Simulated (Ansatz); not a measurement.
Relaxation of C₂H₁₁ClSi₃ (17 atoms, charge 0, multiplicity 1), to a largest force component of 0.015 eV/Å in at most 40 steps.

Method: RKS PBE-D4/STO-3G (Ansatz 0.2.0).

```xyz
17
Properties=species:S:1:pos:R:3:forces:R:3
C 2.309 -1.564 -1.322 -0.59 2.54 0.31
Si 1.223 -0.436 -0.244 3.21 0.46 -1.24
Cl 1.407 -1.102 1.672 0.09 -0.55 1.96
C -0.485 -0.493 -0.725 -3.49 -1.28 0.64
Si -1.390 1.067 -0.268 -2.28 1.54 0.58
Si -1.752 1.312 2.017 0.76 -0.28 -0.36
H 1.947 -2.556 -1.291 -0.36 -1.90 0.05
H 3.350 -1.481 -1.036 0.68 -0.26 0.27
H 2.212 -1.172 -2.333 0.05 -0.06 -0.66
H 1.774 0.949 -0.259 -0.32 -0.61 -0.04
H -1.066 -1.370 -0.250 1.13 1.18 -0.62
H -0.616 -0.625 -1.789 0.19 -0.18 -0.95
H -2.767 1.118 -0.941 1.44 -0.22 0.58
H -0.678 2.256 -0.779 -0.07 -0.48 0.11
H -2.628 2.454 2.292 0.16 -0.14 -0.09
H -2.408 0.110 2.568 0.27 0.39 -0.15
H -0.452 1.534 2.727 -0.88 -0.15 -0.38
```

Question: Where does it end, and by what steps?

Answer: The run converged. The force dipped under the threshold on the way, but the program's further checks kept it going. Limits of this set-up: minimal basis. After 28 steps the energy has fallen by 0.609 eV; H15 moved furthest, 0.84 Å.

```
step  energy less start (eV)  largest force component (eV/Å)  accepted
   0                  0.0000                           3.488       yes
   1                 -0.5078                           1.308       yes
   2                 -0.5779                           0.420       yes
   3                 -0.5878                           0.118       yes
   4                 -0.5935                           0.049       yes
   5                 -0.5972                           0.080       yes
   6                 -0.5990                           0.064       yes
   7                 -0.6008                           0.080       yes
   8                 -0.6016                           0.095       yes
   9                 -0.6027                           0.093       yes
  10                 -0.6035                           0.049       yes
  11                 -0.6042                           0.037       yes
  12                 -0.6049                           0.047       yes
  13                 -0.6053                           0.055       yes
  14                 -0.6058                           0.046       yes
  15                 -0.6069                           0.052       yes
  16                 -0.6069                           0.078        no
  17                 -0.6075                           0.031       yes
  18                 -0.6079                           0.050       yes
  19                 -0.6081                           0.041       yes
  20                 -0.6084                           0.023       yes
  21                 -0.6087                           0.023       yes
  22                 -0.6088                           0.027       yes
  23                 -0.6089                           0.020       yes
  24                 -0.6090                           0.015       yes
  25                 -0.6090                           0.021        no
  26                 -0.6090                           0.007       yes
  27                 -0.6090                           0.018        no
  28                 -0.6091                           0.002       yes
```

```xyz
17
Properties=species:S:1:pos:R:3
C 2.205 -1.803 -1.148
Si 1.357 -0.268 -0.475
Cl 1.569 -0.284 1.636
C -0.473 -0.202 -0.888
Si -1.442 1.251 -0.156
Si -1.794 1.087 2.069
H 1.728 -2.722 -0.771
H 3.269 -1.826 -0.861
H 2.149 -1.815 -2.250
H 2.040 0.939 -0.933
H -0.944 -1.153 -0.585
H -0.553 -0.155 -1.989
H -2.718 1.312 -0.859
H -0.726 2.478 -0.483
H -3.052 1.735 2.411
H -1.892 -0.304 2.484
H -0.742 1.732 2.838
```

Time of the run: 2.3 min on 1 CPU thread of a shared host.
